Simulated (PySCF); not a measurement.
PySCF input (CCSD(T)/cc-pVDZ):

```python
from pyscf import gto, scf, mp, cc as ccmod

mol = gto.M(
    atom='''
    N    -0.00000000   -0.00000000   -1.00555951
    P     0.00000000    0.00000000    0.46926111
    ''',
    basis='cc-pvdz',
    charge=1,
    spin=1,
    symmetry='C2v',
    verbose=4,
)

mf = scf.UHF(mol)
mf.conv_tol = 1e-10
mf.max_cycle = 100
mf.kernel()
mp2 = mp.MP2(mf, frozen=6).run()
cc = ccmod.CCSD(mf, frozen=6)
cc.max_cycle = 100
cc.kernel()
et = cc.ccsd_t()
print(f'E(CCSD(T)) = {cc.e_tot + et:.9f}')
```

End of the output:

```
Extra cycle  E= -394.769779969512  delta_E= 1.71e-13  |g|= 7.53e-08  |ddm|= 1.87e-07
converged SCF energy = -394.769779969512  <S^2> = 1.4106051  2S+1 = 2.5772894

******** <class 'pyscf.mp.ump2.UMP2'> ********
nocc = (np.int64(5), np.int64(4)), nmo = (26, 26)
frozen orbitals 6
E(UMP2) = -394.963350014837  E_corr = -0.193570045325646
E(SCS-UMP2) = -394.95466345139  E_corr = -0.184883481878403
E_corr(same-spin) = -0.0546929682835068
E_corr(oppo-spin) = -0.13887707704214

******** <class 'pyscf.cc.uccsd.UCCSD'> ********
CC2 = 0
CCSD nocc = (np.int64(5), np.int64(4)), nmo = (26, 26)
frozen orbitals 6
max_cycle = 100
direct = 0
conv_tol = 1e-07
conv_tol_normt = 1e-06
diis_space = 6
diis_start_cycle = 0
diis_start_energy_diff = 1e+09
Init t2, MP2 energy = -0.193570044197577
Init E_corr(UCCSD) = -0.193570044197583
cycle = 1  E_corr(UCCSD) = -0.208167072247542  dE = -0.014597028  norm(t1,t2) = 0.116281
cycle = 2  E_corr(UCCSD) = -0.221049482553619  dE = -0.0128824103  norm(t1,t2) = 0.0635598
cycle = 3  E_corr(UCCSD) = -0.230337074717445  dE = -0.00928759216  norm(t1,t2) = 0.0532475
cycle = 4  E_corr(UCCSD) = -0.243916144401146  dE = -0.0135790697  norm(t1,t2) = 0.0326268
cycle = 5  E_corr(UCCSD) = -0.244160544688338  dE = -0.000244400287  norm(t1,t2) = 0.0140353
cycle = 6  E_corr(UCCSD) = -0.245675108837458  dE = -0.00151456415  norm(t1,t2) = 0.00417716
cycle = 7  E_corr(UCCSD) = -0.245645038287463  dE = 3.007055e-05  norm(t1,t2) = 0.00218583
cycle = 8  E_corr(UCCSD) = -0.245599080838391  dE = 4.59574491e-05  norm(t1,t2) = 0.00104193
cycle = 9  E_corr(UCCSD) = -0.245657505726125  dE = -5.84248877e-05  norm(t1,t2) = 0.000520677
cycle = 10  E_corr(UCCSD) = -0.245648929307254  dE = 8.57641887e-06  norm(t1,t2) = 0.000172758
cycle = 11  E_corr(UCCSD) = -0.245644895650975  dE = 4.03365628e-06  norm(t1,t2) = 7.26803e-05
cycle = 12  E_corr(UCCSD) = -0.245638564599035  dE = 6.33105194e-06  norm(t1,t2) = 3.49053e-05
cycle = 13  E_corr(UCCSD) = -0.245638667131727  dE = -1.02532692e-07  norm(t1,t2) = 1.11736e-05
cycle = 14  E_corr(UCCSD) = -0.24563891606703  dE = -2.48935303e-07  norm(t1,t2) = 5.05478e-06
cycle = 15  E_corr(UCCSD) = -0.245639283969675  dE = -3.67902644e-07  norm(t1,t2) = 3.03271e-06
cycle = 16  E_corr(UCCSD) = -0.245639505978403  dE = -2.22008729e-07  norm(t1,t2) = 1.92176e-06
cycle = 17  E_corr(UCCSD) = -0.245639436307885  dE = 6.96705179e-08  norm(t1,t2) = 1.17165e-06
cycle = 18  E_corr(UCCSD) = -0.245639365733511  dE = 7.05743741e-08  norm(t1,t2) = 7.4195e-07
UCCSD converged
E(UCCSD) = -395.0154193352453  E_corr = -0.2456393657335114
UCCSD(T) correction = -0.01244366127578
E(CCSD(T)) = -395.027862997
```

The determinant is spin-contaminated: <S^2> is 1.41 against 0.75 for a pure state.
